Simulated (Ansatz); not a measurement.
CH3GaI, SMILES `[CH3][Ga][I]` radical. The species carries charge 0 and has multiplicity 2. I takes the def2 core potential. The structure was optimised at the PBE0-D4/def2-TZVP level.

```xyz
6

C    -0.243    0.447    0.593
Ga    0.157    0.167   -1.349
I     1.029   -2.113   -2.053
H     0.389    1.250    0.976
H    -0.042   -0.482    1.127
H    -1.290    0.732    0.707
```

**Question.** What is the dipole moment at PBE/def2-TZVPP? (An estimate is asked.)

**Answer.** The calculation gave: 2.37 D, with components (-0.81, 1.79, 1.32) D in this frame, pointing from negative to positive charge.

**Question.** And with r2SCAN, B3LYP, ωB97M-V? (An estimate is asked.)

**Answer.** Ansatz gave: r2SCAN 2.48 D, B3LYP 2.50 D, ωB97M-V 2.59 D.

**Question.** Give the Mulliken charges with PBE, B3LYP, ωB97M-V in def2-TZVPP. (Best estimate.)

**Answer.** The calculation gave: 
```csv
atom,PBE,B3LYP,ωB97M-V
C1,-0.35,-0.36,-0.44
Ga2,0.27,0.30,0.33
I3,-0.25,-0.27,-0.26
H4,0.11,0.10,0.12
H5,0.12,0.12,0.13
H6,0.11,0.10,0.12
```

B3LYP here is the variant with VWN-RPA as its local correlation; programs differ in this.
